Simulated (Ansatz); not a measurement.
Two isomers of CH5BO2: A = `COBO`, B = `OBCO`.

Computed with Ansatz on PBE0-D4/def2-TZVP structures; ΔE is electronic, products minus reactants. CCSD(T)/CBS adds triple-zeta CCSD(T) − MP2 to the extrapolated MP2 energy (def2 sets, frozen cores). DFT in def2-TZVPP. B3LYP here is the variant with VWN-RPA as its local correlation; programs differ in this. Each species was taken in one conformer, which may not be the lowest.

(1) Which isomer does CCSD(T)/CBS put lower? Give the gap. (An estimate is asked.)

(2) Give E(B) − E(A) in kcal/mol with B3LYP-D4, B2PLYP, CCSD(T)/def2-TZVPP, B3LYP, HF/def2-TZVPP, ωB97M-V, PBE-D4. (Best estimate.)

(3) Does the order hold for the free energy at 298.15 K (harmonic terms from PBE0-D4)? (Estimate.)

Largest T1 diagnostic: 0.013.

Results:

(1) Computed: A, by 32.1 kcal/mol.

(2) Ansatz gave: B3LYP-D4 32.9, B2PLYP 33.4, CCSD(T)/def2-TZVPP 32.7, B3LYP 33.2, HF/def2-TZVPP 35.5, ωB97M-V 32.0, PBE-D4 30.8. None reverses the order clearly.

(3) Computed: Yes: G(B) − G(A) = +31.4 kcal/mol, for one conformer each.

From BLYP to BHLYP (50 % exact exchange), in def2-TZVPP and without D4, E(B) − E(A) moves by +1.0 kcal/mol. In def2-TZVPP, CCSD(T) changes the Hartree–Fock value by −2.7 kcal/mol (the triples alone add −0.1 kcal/mol) and MP2 by −2.4 kcal/mol.
